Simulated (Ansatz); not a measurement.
Ideal-gas functions of AlB2H4NO (`N[B]1[AlH][B]1O`) at 800 K and 1 bar, from an Ansatz frequency run at PBE0-D4/def2-TZVP.

Molar mass 82.64 g/mol, point group C1 (symmetry number 1), electronic degeneracy 1, moments of inertia 118.83, 139.778, 253.539 u Å². Harmonic wavenumbers (cm⁻¹, unscaled): 109, 157, 211, 324, 367, 399, 446, 529, 537, 560, 565, 608, 939, 988, 1375, 1427, 1618, 1868, 3574, 3662, 3829.

Use S(trans) = R[1.5 ln M + 2.5 ln T − 1.1517]; rotational temperatures θ = 24.2544 K / I; S(rot) = R[ln(√π/σ · √(T³/θAθBθC)) + 1.5]; for each mode x = 1.438777 ν̃/T, S = R[x/(eˣ − 1) − ln(1 − e⁻ˣ)] and H = RT x/(eˣ − 1); 1 cm⁻¹ = 0.0119627 kJ/mol; R = 8.31446 J/(mol·K).

Q: By hand: the entropy, in J/(mol·K).

A: Translation 184.4. Rotation: θ = 0.2041, 0.1735, 0.0957 K, giving 124.2. Vibration, mode by mode: 21.88, 18.86, 16.42, 12.92, 11.92, 11.25, 10.37, 9.04, 8.92, 8.60, 8.53, 7.97, 4.88, 4.55, 2.63, 2.44, 1.86, 1.30, 0.10, 0.09, 0.07, in all 164.6. Electronic 0.0. Sum 473.2 J/(mol·K).

Q: By hand: H − E and G − E in kJ/mol, counted from the electronic energy.

A: Zero-point energy ½ × 24092 × 0.0119627 = 144.1; thermal vibration 65.0; translation, rotation and pV give 4 RT = 26.6. H − E = 235.7 kJ/mol, and G − E = 235.7 − 800 × 473.2/1000 = -142.9 kJ/mol.

Vibration gives 35 % of the entropy, 21.9 J/(mol·K) of it from the mode under 150 cm⁻¹: soft modes count most, and the harmonic formula is weakest for them. The sum counts one conformer and one mirror image; others add a mixing term.
